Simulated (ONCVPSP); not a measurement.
## Mo, ONCV: configuration errors across variants

```
Element                 : molybdenum
Generator               : ONCVPSP 4.0.1
Type                    : optimised norm-conserving Vanderbilt (ONCV)
Functional              : PBE
Relativity              : scalar-relativistic
Frozen core             : [Ar] 3d10
Valence charge          : 14
Reference configuration : 4s2 4p6 4d5 (charge +1)
Partial waves           : 4s: rc 1.30 bohr, ncon 4, nbas 9, qcut 6 1/bohr, 1 projector; 4p: rc 1.95 bohr, ncon 5, nbas 10, qcut 6.8 1/bohr, 1 projector; 4d: rc 2.10 bohr, ncon 4, nbas 9, qcut 7.6 1/bohr, 1 projector
Local potential         : polynomial inside 1.00 bohr (lpopt 5, dvloc0 6 Ha)
Core correction         : Teter function, fcfact 6, rcfact 1
```

All-electron excitation energies from the reference (eV): (1) 4s2 4p6 4d5 5s1 -6.890; (2) 4s2 4p6 4d4 15.462; (3) 4s2 4p6 4d3 42.206; (4) 4s2 4p6 4d6 -6.128.

1 further variants failed, have other tests or too few solved ones, and are left out.

Errors AE − PS in meV (a dash: test not solved or not reliable):

```csv
change,(1),(2),(3),(4),bound ghosts,GHOST(+) flags above zero
base,+359,+1.3,+13,-0.6,none,none
d: qcut 9.4,+359,+1.3,+10,-0.3,none,none
"local potential polynomial inside 1.00 bohr (lpopt 3, dvloc0 1 Ha)",+517,+1.4,+14,-0.6,none,s
"core correction Teter function, fcfact 3.5, rcfact 1.55",+359,+1.4,+14,-0.6,none,none
"core correction Teter function, fcfact 7.5, rcfact 1",+359,+1.3,+13,-0.6,none,none
```

**Question.** Give the same row for: all radii but the core radius scaled by about 1.29 (s 1.68, p 2.52, d 2.72 bohr); local potential polynomial inside 1.30 bohr (lpopt 5, dvloc0 6 Ha).

**Answer.** -191, +2.6, +37, -1.9; bound ghosts: none; GHOST(+) flags above zero: none.
